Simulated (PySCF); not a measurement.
Z-matrix (Å, degrees):
```
Ti
H 1 1.6955
H 1 1.6956 2 111.62
H 1 1.6956 2 111.62 3 125.68
Br 1 2.3136 2 107.20 3 -117.15
```
Charge 0, multiplicity 1.

Problem. What is the computed charge on the central atom (Mulliken), charge on the central atom (meta-Löwdin), total energy, LUMO and HOMO–LUMO gap (TPSSh-D3(BJ)/def2-TZVP // TPSS-D3(BJ)/def2-SVP in PySCF)?

Solution. 
- charge on the central atom (Mulliken): 0.72 e
- charge on the central atom (meta-Löwdin): 1.04 e
- total energy: -93208.50 eV
- LUMO: -3.75 eV
- HOMO–LUMO gap: 4.61 eV
